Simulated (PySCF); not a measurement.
One of the candidates below gave these computed data.

All candidates are C6H10O2.

| technique | computed result |
| --- | --- |
| Dipole | 0.31 D [CAM-B3LYP/def2-SVPD] |
| Polarisability | 77.7 au [CAM-B3LYP/def2-SVPD] |
| UV, strongest line | among the 6 lowest singlet transitions: S4 at 6.85 eV (181 nm, f = 0.011) [TDDFT CAM-B3LYP/def2-SVPD] |
| UV, first state | lowest singlet excitation: 2.91 eV (426 nm, f = 0.000) [TDDFT CAM-B3LYP/def2-SVPD] |
| Rotational structure | rotational constants A, B, C: 4.576, 1.042, 0.867 GHz [PBE0-D3(BJ)/def2-SVP] |

Gas-phase values; electronic properties from PySCF, density fitting. Levels stand in brackets. The structure is a single PBE0-D3(BJ)/def2-SVP conformer in the gas phase; no vibrational or solvent corrections.

Task: Which candidate is it?
A. `C=CCOC(=O)CC` (allyl propionate)
B. `CCCC(=O)C(C)=O` (2,3-hexanedione)
C. `CCC(=O)CC(C)=O` (2,4-hexanedione)

Result: B. It is `CCCC(=O)C(C)=O`. Numbering: `[CH3:1][CH2:2][CH2:3][C:4](=[O:5])[C:6]([CH3:7])=[O:8]`. Its formula, C6H10O2, gives 2 degrees of unsaturation: 0 rings and 2 π bonds in the structure found. S1 is mainly HOMO→LUMO (weight 0.97); the largest Löwdin shares of the orbital it empties are 0.30 on each of 2 atoms of one kind (ketone oxygen) and 0.11 on each of 2 atoms of one kind (ketone carbonyl carbon), of the orbital it fills 0.23 on a ketone oxygen, 0.22 on a ketone oxygen, 0.22 on a ketone carbonyl carbon and 0.21 on a ketone carbonyl carbon. By its constants the optimised geometry is an asymmetric top.

The others, at the same levels:
- `CCC(=O)CC(C)=O` fails: its computed lowest singlet excitation is 4.31 eV (287 nm, f = 0.006) (against 2.91 eV), strongest line among the 6 lowest singlet transitions is S5 at 7.31 eV (170 nm, f = 0.118) (against S4 at 6.85 eV) and rotational constant A is 3.484 GHz (against 4.576 GHz).
- `C=CCOC(=O)CC` fails: its computed lowest singlet excitation is 6.04 eV (205 nm, f = 0.001) (against 2.91 eV), strongest line among the 6 lowest singlet transitions is S3 at 7.51 eV (165 nm, f = 0.316) (against S4 at 6.85 eV) and static isotropic polarisability is 79.5 au (against 77.7 au).

Each candidate is one conformer, not necessarily the lowest. Dipoles, sizes and rotational constants follow the conformer. The torsions of the flexible species, by atom-mapped SMILES:
- `[CH3:1][CH2:2][CH2:3][C:4](=[O:5])[C:6]([CH3:7])=[O:8]`: C1–C2–C3–C4 180°, C2–C3–C4–O5 1°, C3–C4–C6–C7 -178°
- `[CH3:1][CH2:2][C:3](=[O:4])[CH2:5][C:6]([CH3:7])=[O:8]`: C1–C2–C3–O4 5°, C2–C3–C5–C6 91°, C3–C5–C6–C7 87°
- `[CH2:1]=[CH:2][CH2:3][O:4][C:5](=[O:6])[CH2:7][CH3:8]`: C1–C2–C3–O4 0°, C2–C3–O4–C5 107°, C3–O4–C5–O6 3°, O4–C5–C7–C8 180°
